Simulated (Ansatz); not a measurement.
Ideal-gas functions of `[CH3][Ga]([F])[I]` at 400 K and 1 bar, from an Ansatz frequency run at PBE0-D4/def2-TZVP.

Molar mass 230.66 g/mol, point group C1 (symmetry number 1), electronic degeneracy 1, moments of inertia 90.996, 463.873, 551.718 u Å². Harmonic wavenumbers (cm⁻¹, unscaled): 18, 108, 145, 158, 251, 586, 681, 731, 764, 1225, 1444, 1444, 3067, 3158, 3174.

Use S(trans) = R[1.5 ln M + 2.5 ln T − 1.1517]; rotational temperatures θ = 24.2544 K / I; S(rot) = R[ln(√π/σ · √(T³/θAθBθC)) + 1.5]; for each mode x = 1.438777 ν̃/T, S = R[x/(eˣ − 1) − ln(1 − e⁻ˣ)] and H = RT x/(eˣ − 1); 1 cm⁻¹ = 0.0119627 kJ/mol; R = 8.31446 J/(mol·K).

**Question.** By hand: the entropy, in J/(mol·K).

**Answer.** Translation 182.8. Rotation: θ = 0.2665, 0.0523, 0.044 K, giving 122.7. Vibration, mode by mode: 31.08, 16.23, 13.82, 13.12, 9.44, 3.50, 2.68, 2.32, 2.11, 0.55, 0.29, 0.29, 0.00, 0.00, 0.00, in all 95.4. Electronic 0.0. Sum 400.9 J/(mol·K).

**Question.** By hand: H − E and G − E in kJ/mol, counted from the electronic energy.

**Answer.** Zero-point energy ½ × 16954 × 0.0119627 = 101.4; thermal vibration 16.4; translation, rotation and pV give 4 RT = 13.3. H − E = 131.1 kJ/mol, and G − E = 131.1 − 400 × 400.9/1000 = -29.3 kJ/mol.

Vibration gives 24 % of the entropy, 61.1 J/(mol·K) of it from the modes under 150 cm⁻¹: soft modes count most, and the harmonic formula is weakest for them. The sum counts one conformer and one mirror image; others add a mixing term.
